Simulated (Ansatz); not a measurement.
Conformers of C2H3BrClF, SMILES `FC(Cl)CBr`, each relaxed with PBE0-D4/def2-TZVP in Ansatz. CBS adds the triple-zeta coupled-cluster correction to the MP2 limit.

Outer-core shells of Br are correlated without core-valence functions. Scalar relativity is left out up to krypton. Spin–orbit coupling is left out.

Not all of them had a frequency check.

Conformer A:

Z-matrix (Å, degrees):
```
C
Cl 1 1.769
C 1 1.508 2 112.1
F 1 1.364 2 108.8 3 118.9
H 1 1.090 2 107.0 3 -123.9
Br 3 1.927 1 111.5 2 -70.4
H 3 1.088 1 110.9 2 50.1
H 3 1.089 1 108.8 2 171.7
```

Conformer B:

Cartesian coordinates in Å:
```
F 1.417 0.846 0.564
C 0.428 0.533 -0.305
Cl 1.160 -0.049 -1.822
C -0.445 -0.560 0.246
Br -1.408 0.064 1.806
H -0.127 1.439 -0.547
H -1.185 -0.861 -0.490
H 0.160 -1.413 0.548
```

Q: Which is lowest in electronic energy at CCSD(T)/CBS (frozen core, def2 sets), and by how much? (Best estimate.)

A: Ansatz gave: B; A lies 2.7 kJ/mol higher.

Q: Give the energies relative to B (kJ/mol) with ωB97X-V/def2-TZVPP, ωB97M-V/def2-TZVPP, r2SCAN/def2-TZVPP, MP2/def2-TZVPP, CCSD/def2-TZVPP, CCSD(T)/def2-TZVPP, SCS-MP2/def2-QZVPP. (Best estimate.)

A: Ansatz gave: 
```csv
level,A
ωB97X-V/def2-TZVPP,2.7
ωB97M-V/def2-TZVPP,2.9
r2SCAN/def2-TZVPP,5.0
MP2/def2-TZVPP,2.7
CCSD/def2-TZVPP,3.3
CCSD(T)/def2-TZVPP,3.3
SCS-MP2/def2-QZVPP,2.6
```
